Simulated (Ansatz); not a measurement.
Born–Oppenheimer molecular dynamics of ClH$_{3}$O$_{3}$Ti (8 atoms, charge 0, multiplicity 1). It starts from a relaxed structure.

Method: Ansatz 0.2.0, RKS PBE/def2-SVP.

| Quantity | Value |
| --- | --- |
| ensemble | NVT, Nosé–Hoover chain |
| time step | 1 fs |
| steps asked | 100 |
| set temperature | 200 K |
| thermostat | time constant 20 fs, chain length 5 |
| seed | 947760 |

First frame:

```xyz
8
Properties=species:S:1:pos:R:3
Ti -0.028 -0.022 0.013
Cl -0.019 0.053 2.246
O 1.651 -0.049 -0.621
H 2.190 -0.843 -0.787
O -0.838 1.431 -0.658
H -1.788 1.526 -0.850
O -0.905 -1.510 -0.420
H -1.355 -2.236 0.044
```

**Question.** How far do the bonds stretch over the last three quarters of this one trajectory? (Pairs bonded in most of those frames.)

**Answer.** 
```json
{"bond": "Ti1–Cl2", "mean (Å)": "2.238", "spread (Å)": "0.023", "shortest": "2.21", "longest": "2.28"}
{"bond": "Ti1–O3", "mean (Å)": "1.793", "spread (Å)": "0.013", "shortest": "1.77", "longest": "1.82"}
{"bond": "Ti1–O5", "mean (Å)": "1.805", "spread (Å)": "0.047", "shortest": "1.72", "longest": "1.87"}
{"bond": "Ti1–O7", "mean (Å)": "1.792", "spread (Å)": "0.017", "shortest": "1.76", "longest": "1.82"}
{"bond": "O3–H4", "mean (Å)": "0.977", "spread (Å)": "0.007", "shortest": "0.96", "longest": "0.99"}
{"bond": "O5–H6", "mean (Å)": "0.977", "spread (Å)": "0.017", "shortest": "0.95", "longest": "1.00"}
{"bond": "O7–H8", "mean (Å)": "0.975", "spread (Å)": "0.007", "shortest": "0.96", "longest": "0.99"}
```

Pairs bonded in part of these frames only: Ti1–H6 13 %, Ti1–H8 16 %.

Mean temperature of the second half: 207 K. The conserved energy stayed within 0.35 meV per atom of its start (net change 0.074 meV per atom), so the integration is sound. A run of 0.1 ps of so small a system gives no equilibrium averages.

The run took 3.9 min on 2 threads of Arm Neoverse V1, with other jobs on the host, peak memory 0.15 GiB.
